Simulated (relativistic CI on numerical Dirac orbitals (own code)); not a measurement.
Calculated at this level of theory: Dirac-Coulomb-Breit CI, separate exchange-only KLI orbitals for each configuration, QED by a radiative potential, unscaled Slater integrals (own radial code, finite nucleus).

The strongest absorption lines from the ground level of an ion, among the configurations computed and to levels below about 15400 eV (vacuum wavelength in Å, gf): 0.8250 (0.24), 1.0556 (0.23), 1.0560 (0.29), 1.0594 (0.13), 1.0708 (1.1), 1.1011 (0.4), 6.6262 (0.35), 6.6338 (0.19).

**Question.** Which ion is it?
A. Re72+
B. Re68+
C. Re70+
D. Eu58+

**Answer.** C. Re70+ has 5 electrons and the ground level 2s2 2p 2P°_1/2; the strongest line goes to 2s2 3d 2D_3/2. The pattern of lines fixes the number of electrons, and along that sequence the line energies rise steadily with the charge (about as its square where n changes within one kind of shell, about linearly where n is kept but much faster in heavy ions where fine structure, which grows about as Z⁴, sets the gap, and irregularly where shells cross), which fixes Z. Configurations outside the model, such as inner-shell arrays, can give stronger lines. At this charge energies of transitions that change n are usually good to better than 1 %, and those within a shell (Δn = 0) to a few per cent.

LS names give the leading component of a level, which can be under half, so a name can repeat, a term be missing and a line seem to break the LS rules.
